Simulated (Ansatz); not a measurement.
Born–Oppenheimer molecular dynamics of CH$_{5}$BFNOS (11 atoms, charge 0, multiplicity 1). It starts from a relaxed structure.

All numbers below come from UKS PBE0-D4/STO-3G in Ansatz.

```yaml
ensemble: NVE (Milne-controlled integrator)
time_step: 0.5 fs
steps_asked: 121
starting_velocities_drawn_for: 1500 K
masses: H 3.016 u
seed: 888819
```

First frame:

```xyz
11
Properties=species:S:1:pos:R:3
N 0.177 -1.137 -1.158
B 0.555 -0.453 -0.002
O 1.521 -0.786 0.911
C -0.319 0.891 0.185
F -1.178 0.997 -0.943
S -1.266 0.834 1.752
H -0.582 -0.664 -1.688
H 0.532 -2.020 -1.559
H 1.948 -1.654 0.615
H 0.326 1.800 0.203
H -1.648 2.135 1.703
```

(1) How far do the bonds stretch over the last three quarters of this one trajectory? (Pairs bonded in most of those frames.)

Answers

(1) 
```
  bond  mean (Å)  spread (Å)  shortest  longest
 N1–B2     1.408       0.043      1.34     1.50
 N1–H7     1.045       0.019      1.01     1.07
 N1–H8     1.034       0.020      1.00     1.07
 B2–O3     1.374       0.020      1.35     1.42
 B2–C4     1.611       0.030      1.56     1.65
 O3–H9     1.021       0.062      0.93     1.11
 C4–F5     1.433       0.019      1.40     1.46
 C4–S6     1.870       0.062      1.77     1.95
C4–H10     1.118       0.025      1.08     1.16
S6–H11     1.365       0.044      1.30     1.43
```

Mean temperature of the second half: 786 K. The conserved energy stayed within 0.012 meV per atom of its start (net change 0 meV per atom), so the integration is sound. Over the second half the temperature averaged 0.52 of the 1500 K drawn at the start: a run that starts near a minimum puts about half its kinetic energy into the potential. A run of 0.06 ps of so small a system gives no equilibrium averages. Limits of this set-up: minimal basis.

Run time: 8.6 min on 1 thread of Intel(R) Xeon(R) Platinum 8259CL CPU @ 2.50GHz (Skylake/Cascade Lake), on a shared host, peak memory 0.17 GiB.
